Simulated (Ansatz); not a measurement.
One change: `O[SiH2][SiH](F)F` becomes `N[SiH](F)F`.

Ansatz, PBE0-D4/def2-TZVP geometries, multiplicity 1. Each molecule was computed in one conformer, which needn't be the lowest.

```csv
property,`O[SiH2][SiH](F)F`
LUMO energy (PBE/def2-TZVPP) / eV,-1.88
HOMO energy (PBE/def2-TZVPP) / eV,-6.82
LUMO energy (PBE0/def2-TZVPP) / eV,-1.03
HOMO energy (B3LYP/def2-TZVPP) / eV,-7.96
HOMO–LUMO gap (B3LYP/def2-TZVPP) / eV,6.72
size of the dipole moment (ωB97M-V/def2-TZVPP) / D,1.48
```

(1) What does the change do to each property? (Estimate.)

## Answers

(1) Computed: 
```
                                          property  `N[SiH](F)F`  shift
                 LUMO energy (PBE/def2-TZVPP) / eV         -0.09   1.79
                 HOMO energy (PBE/def2-TZVPP) / eV         -6.84  -0.02
                LUMO energy (PBE0/def2-TZVPP) / eV          0.74   1.77
               HOMO energy (B3LYP/def2-TZVPP) / eV         -8.11  -0.15
             HOMO–LUMO gap (B3LYP/def2-TZVPP) / eV          8.48   1.76
size of the dipole moment (ωB97M-V/def2-TZVPP) / D          2.53   1.05
```

With PBE0 the HOMO falls by 0.24 eV and the LUMO rises by 1.77 eV, so the gap widens by about 2.01 eV. PBE moves the HOMO by -0.02 eV and ωB97M-V by -0.58 eV. Dipoles are sizes alone; their direction can turn.

Positive LUMOs are unbound, so they and the gaps depend on the basis.

B3LYP here is the variant with VWN-RPA as its local correlation; programs differ in this.
